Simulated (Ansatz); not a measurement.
Task: Predict a relaxed structure of Al(OPMe3)F3 (C₃H₉AlF₃OP), charge 0, singlet, at PBE-D4/def2-SVP (Ansatz).

Result: 
```tsv
atom	x (Å)	y (Å)	z (Å)
Al1	0.6640	1.5466	2.0152
O2	-0.2947	0.0903	1.3760
P3	-0.2435	-0.3559	-0.1217
C4	-0.8777	0.9352	-1.2218
C5	-1.2825	-1.8303	-0.2856
C6	1.4430	-0.7657	-0.6390
H7	-0.8611	0.6112	-2.2805
H8	-0.2142	1.8097	-1.0661
H9	-1.9106	1.1945	-0.9184
H10	-2.3143	-1.5776	0.0271
H11	-1.2880	-2.1972	-1.3305
H12	-0.8915	-2.6196	0.3855
H13	2.0288	0.1670	-0.5119
H14	1.8464	-1.5504	0.0300
H15	1.4723	-1.1090	-1.6914
F16	-0.4502	2.6501	2.6226
F17	1.3609	2.0524	0.5219
F18	1.8131	0.9486	3.0886
```
 This is one stationary point.
